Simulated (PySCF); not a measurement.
H₄P, SMILES [PH4+], charge +1. Atoms are numbered in the order given.

```xyz
5

P      0.0000     0.0000     0.0000
H      0.8064    -0.8064    -0.8064
H     -0.8064    -0.8064     0.8064
H     -0.8064     0.8064    -0.8064
H      0.8064     0.8064     0.8064
```
Charge +1, spin multiplicity 1.

Geometry: TPSSh-D3(BJ)/def2-TZVPD. The isomer is the one that the SMILES or the coordinates give; other isomers of the formula were not compared.

Method: B3LYP/pcJ-1 in PySCF.

Isotropic couplings with Fermi-contact, spin-dipole and both spin-orbit terms, one fixed conformer, no vibrational averaging. Isotopes: 1H, 31P.

```
pair   bonds apart  J (Hz)
-----  -----------  ------
P1–H2            1     [?]
P1–H3            1     [?]
P1–H4            1     [?]
P1–H5            1     [?]
```

Task: Complete the blanks. (The exact figures need the calculation; the answer reports its results.)

Result: 
- P1–H2, J (Hz): 576.0
- P1–H3, J (Hz): 576.0
- P1–H4, J (Hz): 576.0
- P1–H5, J (Hz): 576.0
